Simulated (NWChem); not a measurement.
System: C2H4GeN2; SMILES N#C/N=[CH]\[GeH3]

Here is an NWChem input.

```
start job
memory heap 200 mb stack 900 mb global 1100 mb
geometry units angstroms noautoz
  N     -1.087571    -2.788801     0.000000
  C     -0.129640    -2.097699     0.000000
  N      1.047219    -1.472071     0.000000
  C      1.196297    -0.187934     0.000000
  Ge    -0.219135     1.210588     0.000000
  H      2.252717     0.155960     0.000000
  H     -0.006172     2.082449     1.262783
  H     -0.006172     2.082449    -1.262783
  H     -1.605540     0.533509     0.000000
end
basis spherical
  * library pcseg-1
end
dft
  xc b3lyp
  iterations 150
  mulliken
end
task dft energy
```

Geometry: optimised at PBE-D3(BJ)/def2-SVP.

**Question.** Give the results of this calculation. (B3LYP/pcseg-1.) Quantities: basis functions; energy (Ha); highest occupied level (eV); orbital gap (eV); dipole (D).

**Answer.** 
| Item | Result |
|---|---|
| number of basis functions | 103 |
| energy (Ha) | -2264.84 |
| highest occupied level (eV) | -7.72 |
| orbital gap (eV) | 4.84 |
| dipole (D) | 4.75 |
